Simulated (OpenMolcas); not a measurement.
**GeHF3 (SMILES [F][GeH]([F])[F]): methods side by side**

GeHF3: 5 atoms, total charge 0, spin state singlet. SMILES: `[F][GeH]([F])[F]`. The coordinates come from a PBE0-D4/def2-TZVP relaxation.

Quantity: the electronic atomisation energy, in eV. The values are calculated. Electronic energies at fixed atoms, without zero-point motion or spin-orbit coupling.

```
             level             kind     program  value (eV)
    HF/aug-cc-pVDZ     Hartree–Fock  OpenMolcas       12.44
 SVWN5/aug-cc-pVDZ              LDA  OpenMolcas       20.90
   PBE/aug-cc-pVDZ              GGA  OpenMolcas       17.95
revPBE/aug-cc-pVDZ              GGA  OpenMolcas       17.11
 M06-L/aug-cc-pVDZ         meta-GGA  OpenMolcas       17.80
r2SCAN/aug-cc-pVDZ         meta-GGA  OpenMolcas       17.84
M06-2X/aug-cc-pVDZ  hybrid meta-GGA  OpenMolcas       17.79
  PBE0/aug-cc-pVDZ    global hybrid  OpenMolcas       17.32
```

All-electron rows without a relativistic Hamiltonian named are non-relativistic. The values span 12.44 to 20.90 eV.
